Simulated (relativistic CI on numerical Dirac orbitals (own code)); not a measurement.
## Spin-allowed bands of a d3 ion in an octahedral site, by hand

Problem. A d3 ion in an octahedral site has a 4A2 ground term and spin-allowed bands at ν1 = 10200 and ν2 = 15838 cm⁻¹ (from a computed ligand-field model). Find Δ and the Racah parameter B, and predict the third band.

Working.
1. The F term splits into A2 (−1.2Δ), T2 (−0.2Δ) and T1 (+0.6Δ), so ν1 = E(T2) − E(A2) = Δ = 10200 cm⁻¹.
2. T1(F) mixes with T1(P), which lies at 15B, through an element 0.4Δ. The two roots, counted from A2, are ν2,3 = ½(15B + 3Δ) ∓ ½√[(15B − Δ)² + 12BΔ].
3. Solving the lower root for B gives B = (2ν1² + ν2² − 3ν1ν2)/(15ν2 − 27ν1) = -25720556/-37830 = 680 cm⁻¹.
4. The sum of the roots is 15B + 3Δ, so ν3 = 15B + 3ν1 − ν2 = 24960 cm⁻¹ (401 nm).

Check. The bands were computed by exact diagonalisation of the d3 shell with B = 680 and Δ = 10200 cm⁻¹, which gives ν3 = 24962 cm⁻¹. C does not enter the terms of highest spin.
